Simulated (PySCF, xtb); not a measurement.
CH₅FOSi₂, SMILES F[Si@@H]1[SiH2]OC1.

Geometry: B3LYP-D3(BJ)/def2-SVP. The structure was generated by enumeration; whether it is a known compound was not checked.

The numbers are results of C-PCM-PBE0/def2-SVP in PySCF 2.14.0, not measurements.

The values are the electrostatic part of the solvation free energy, E(continuum) − E(gas) at the gas-phase geometry, in a cavity of scaled van der Waals radii (PySCF's table); cavitation and dispersion terms are not included. In vacuum the orbital gap is 7.39 eV. The dipole moment in vacuum is 0.97 D.

Computed values in water (ε = 78.36), n-hexane (ε = 1.88), benzene (ε = 2.27):
| solvent | ε | ΔG(elec) (kcal/mol) | dipole (D) | gap (eV) |
|---|---|---|---|---|
| water | 78.36 | -3.5 | 1.26 | 7.42 |
| n-hexane | 1.88 | -1.6 | 1.08 | 7.41 |
| benzene | 2.27 | -1.9 | 1.11 | 7.41 |

For comparison, GFN2-xTB/ALPB(water) (xtb, at the GFN2-xTB geometry, all terms of that model) gives 0.0 kcal/mol.
